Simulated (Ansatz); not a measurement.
Ideal-gas functions of `BC1SC1=C=O` at 800 K and 1 bar, from an Ansatz frequency run at PBE0-D4/def2-TZVP.

Molar mass 97.94 g/mol, point group C1 (symmetry number 1), electronic degeneracy 1, moments of inertia 70.774, 251.093, 282.307 u Å². Harmonic wavenumbers (cm⁻¹, unscaled): 70, 146, 252, 409, 488, 553, 575, 682, 714, 811, 937, 949, 965, 1002, 1190, 1244, 1517, 2262, 2578, 2678, 3183.

Use S(trans) = R[1.5 ln M + 2.5 ln T − 1.1517]; rotational temperatures θ = 24.2544 K / I; S(rot) = R[ln(√π/σ · √(T³/θAθBθC)) + 1.5]; for each mode x = 1.438777 ν̃/T, S = R[x/(eˣ − 1) − ln(1 − e⁻ˣ)] and H = RT x/(eˣ − 1); 1 cm⁻¹ = 0.0119627 kJ/mol; R = 8.31446 J/(mol·K).

**Question.** By hand: the entropy, in J/(mol·K).

**Answer.** Translation 186.5. Rotation: θ = 0.3427, 0.0966, 0.0859 K, giving 125.0. Vibration, mode by mode: 25.55, 19.46, 14.97, 11.05, 9.66, 8.69, 8.40, 7.12, 6.78, 5.88, 4.89, 4.81, 4.70, 4.46, 3.41, 3.16, 2.15, 0.73, 0.46, 0.39, 0.18, in all 146.9. Electronic 0.0. Sum 458.4 J/(mol·K).

**Question.** By hand: H − E and G − E in kJ/mol, counted from the electronic energy.

**Answer.** Zero-point energy ½ × 23205 × 0.0119627 = 138.8; thermal vibration 59.3; translation, rotation and pV give 4 RT = 26.6. H − E = 224.7 kJ/mol, and G − E = 224.7 − 800 × 458.4/1000 = -142.0 kJ/mol.

Vibration gives 32 % of the entropy, 45.0 J/(mol·K) of it from the modes under 150 cm⁻¹: soft modes count most, and the harmonic formula is weakest for them. The sum counts one conformer and one mirror image; others add a mixing term.
